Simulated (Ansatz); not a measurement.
`[OH][Mo]([OH])([OH])([F])([F])[Cl]`, relaxed with RKS PBE0-D4/def2-TZVP in the Gaussian-basis code of Ansatz from a GFN2-xTB geometry. The force threshold is 0.005 eV/Å; the program also tests the step.

Total charge 0; spin multiplicity 1. Mo: def2 effective core potential.

Start:

```xyz
10

O     0.790   -0.163   -1.392
Mo   -0.174   -0.237    0.064
O     1.146    0.288    1.136
O    -0.850    1.364   -0.118
F     0.389   -1.931    0.331
F    -1.176   -0.479    1.545
Cl   -1.882   -1.111   -1.091
H     1.309   -0.264   -2.192
H     1.772    0.336    1.858
H    -1.325    2.197   -0.141
```

Q: How much energy does the relaxation release, and in how many steps? (Estimate.)

A: The calculation gave: 95.12 kJ/mol, in 19 steps, 1 of them rejected.

Q: Which bonds change most? (Estimate.)

A: Ansatz gave: Mo2–Cl7 from 2.239 to 2.342 Å; O1–Mo2 from 1.748 to 1.847 Å; Mo2–O4 from 1.747 to 1.841 Å; Mo2–O3 from 1.780 to 1.854 Å.

Q: Give the relaxed structure. (An estimate is asked.)

A: The calculation gave: 
```xyz
10

O     0.888    0.069   -1.511
Mo   -0.067   -0.135    0.057
O     1.377    0.389    1.095
O    -0.764    1.566   -0.045
F     0.339   -1.936   -0.195
F    -0.723   -0.676    1.723
Cl   -2.162   -0.746   -0.795
H     1.389   -0.655   -1.905
H     1.314    0.325    2.056
H    -1.590    1.798   -0.481
```
